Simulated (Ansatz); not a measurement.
Si(vinyl)3(NEt2) (C₁₀H₁₉NSi). The state is a singlet with charge 0. Geometry r2SCAN-D4/def2-SVP; atoms count from 1.

```xyz
31

Si    0.450   -0.525   -0.656
C     1.702    0.400   -1.700
C     2.961   -0.020   -1.910
H     1.379    1.314   -2.221
H     3.352   -0.929   -1.437
H     3.659    0.523   -2.560
C     1.282   -1.974    0.197
C     0.800   -3.228    0.207
H     2.198   -1.777    0.775
H    -0.118   -3.495   -0.333
H     1.287   -4.043    0.758
C    -0.905   -1.192   -1.776
C    -2.143   -0.674   -1.814
H    -0.672   -2.017   -2.467
H    -2.431    0.153   -1.151
H    -2.919   -1.046   -2.495
N    -0.216    0.578    0.518
C    -1.130    0.075    1.538
C    -0.482   -0.108    2.910
C     0.053    2.008    0.554
C    -0.993    2.849   -0.176
H    -1.539   -0.894    1.200
H    -2.006    0.750    1.625
H     0.335   -0.843    2.853
H    -0.063    0.838    3.288
H    -1.219   -0.464    3.649
H     0.127    2.342    1.607
H     1.049    2.201    0.117
H    -1.022    2.592   -1.248
H    -2.002    2.677    0.234
H    -0.775    3.926   -0.086
```

Single mean-field runs in def2-TZVP are fitted with def2-universal-jkfit.

(1) Estimate the Mulliken populations of the heavy atoms from the PBE0/def2-TZVP orbitals of Ansatz.

(2) And the Mayer bond orders between heavy atoms (over 0.3)?

Answers

(1) 
| atom | charge (e) |
| --- | --- |
| Si1 | 0.47 |
| C2 | -0.29 |
| C3 | -0.23 |
| C7 | -0.30 |
| C8 | -0.23 |
| C12 | -0.27 |
| C13 | -0.24 |
| N17 | -0.14 |
| C18 | -0.17 |
| C19 | -0.36 |
| C20 | -0.15 |
| C21 | -0.37 |
Mulliken values depend strongly on the basis.

(2) Si1–C2 0.98 (1.87 Å); Si1–C7 0.97 (1.88 Å); Si1–C12 0.93 (1.88 Å); Si1–N17 1.21 (1.74 Å); C2–C3 1.94 (1.34 Å); C7–C8 1.95 (1.34 Å); C12–C13 1.95 (1.34 Å); N17–C18 0.94 (1.46 Å); N17–C20 0.94 (1.46 Å); C18–C19 1.02 (1.53 Å); C20–C21 1.01 (1.53 Å).
